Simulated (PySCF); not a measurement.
All values below come from PBE-D3(BJ)/def2-TZVP // CAM-B3LYP-D3(BJ)/def2-TZVP (PySCF). Isolated molecules, 0 K electronic values unless said otherwise. One relaxed conformer stands for a flexible species; it need not be the lowest. Delta-SCF ions had no search for a lower state. Excitations are Tamm–Dancoff values on a coarser integration grid. The basis has no diffuse functions, so Rydberg states are missing or too high.

Reference species (SMILES): `C=C(C[SiH3])Cl` (Cl–C–C–Si torsion 74°) (neutral, multiplicity 1).

```json
{
  "LUMO": "-1.15 eV",
  "vertical ionisation energy (Delta-SCF)": "9.04 eV",
  "S1 oscillator strength": "0.030",
  "S1 excitation (TDA)": "5.94 eV"
}
```

Changed species: `C(/C)([SiH3])=C\Cl`.

### Question
Give the shifts of the LUMO, vertical ionisation energy (Delta-SCF), S1 oscillator strength and S1 excitation (TDA).

### Answer
the LUMO drops by 0.36 eV, to -1.51 eV; the vertical ionisation energy (Delta-SCF) rises by 0.04 eV, to 9.08 eV; the S1 oscillator strength rises by 0.163, to 0.193; the S1 excitation (TDA) rises by 0.03 eV, to 5.97 eV.
